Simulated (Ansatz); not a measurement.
```yaml
crystal:
  periodic: [false, false, false]
  atoms:
    - {symbol: O, position_ang: [-0.134118, -2.284097, 0.049939]}
    - {symbol: C, position_ang: [0.381218, -1.244526, -0.597912]}
    - {symbol: Cl, position_ang: [0.462164, -1.566523, -2.463660]}
    - {symbol: Si, position_ang: [-0.271008, 0.468534, -0.544636]}
    - {symbol: Si, position_ang: [0.604673, 2.237122, -1.791136]}
    - {symbol: Si, position_ang: [-0.409687, 0.845494, 1.752340]}
    - {symbol: In, position_ang: [-0.336426, -1.633925, 2.368983]}
    - {symbol: H, position_ang: [-1.176920, -2.383752, -0.455640]}
    - {symbol: H, position_ang: [1.433211, -1.038579, -0.609118]}
    - {symbol: H, position_ang: [-1.731038, 0.397253, -1.017427]}
    - {symbol: H, position_ang: [0.074324, 3.623665, -1.760366]}
    - {symbol: H, position_ang: [2.374148, 2.147411, -1.598021]}
    - {symbol: H, position_ang: [0.707115, 1.949701, -3.364608]}
    - {symbol: H, position_ang: [0.677138, 1.778304, 2.022826]}
    - {symbol: H, position_ang: [-1.687380, 1.682771, 2.248538]}
    - {symbol: H, position_ang: [-1.751173, -2.635575, 2.651567]}
    - {symbol: H, position_ang: [1.154557, -2.388564, 2.866645]}
basis:
  gaussian: {orbitals: def2-TZVPD, final_grid: {core_spheres: 5, valence_spheres: 4, degree: 11}}
hamiltonian: {xc: {name: PBE}, pseudopotentials: {relativity: scalar}}
relax: {f_tol: 0.001, max_steps: 2}
output: {forces: true}
```

```sh
$ ansatz run in.yaml --threads 2 --pin off --events-out ev --progress --plain --max-ram 32768MiB --backend cuda --devices 0, --max-vram 18GiB
```

Shortened log:

```
Functional definition: PBE
2404 factors; their error is unknown
mean field evaluation 1: about -44626.2272 eV, gradient 6.3e1 eV
mean field evaluation 2: about -44589.2522 eV, gradient 1.4e2 eV
mean field evaluation 4: about -44635.0479 eV, gradient 1.3e1 eV
mean field evaluation 8: about -44635.3721 eV, gradient 3.7e-1 eV
mean field evaluation 16: about -44635.3827 eV, gradient 1.1e-2 eV
mean field -44635.38271846 eV, -1640.3200599542 hartree, gradient 3.9e-5 eV, S^2 0.000000; 0 other end points of the search recorded, 0 dependent functions left out
reference -44635.38282997 eV, -1640.3200640522 hartree; 52, 52 occupied and 346, 346 virtual orbitals, 2404 factors
relax step   1: F+E_penalty+E_count = -44635.38271846 eV  Δ(F+E_penalty+E_count) = +0.000e0 eV  max|allowed force component| = 4.383e0 eV/Å  Δτ_max = 0.0000 Å  (38 SCF iters, accepted)
2404 factors; their error is unknown
mean field evaluation 32: about -44637.3232 eV, gradient 2.3e-5 eV
mean field -44637.32323887 eV, -1640.3913727641 hartree, gradient 2.9e-5 eV, S^2 0.000000; 0 other end points of the search recorded, 0 dependent functions left out
reference -44637.32334914 eV, -1640.3913768165 hartree; 52, 52 occupied and 346, 346 virtual orbitals, 2404 factors
relax step   2: F+E_penalty+E_count = -44637.32323887 eV  Δ(F+E_penalty+E_count) = -1.941e0 eV  max|allowed force component| = 2.631e0 eV/Å  Δτ_max = 0.1946 Å  (39 SCF iters, accepted)
Error: geometry relaxation did not converge after 2 steps: max|allowed force component| = 2.63e0 eV/Å (threshold 1.0e-3). Raise `relax.max_steps` over both its present limit and 2, loosen `relax.f_tol`, or start from a geometry closer to equilibrium. Where this run's directory can be resumed (`checkpoint.write`), a resume goes on for up to `relax.max_steps` more
```

(1) What is wrong with this run?

Results:

(1) The relaxation is allowed too few steps for its threshold. No converged result was reached.
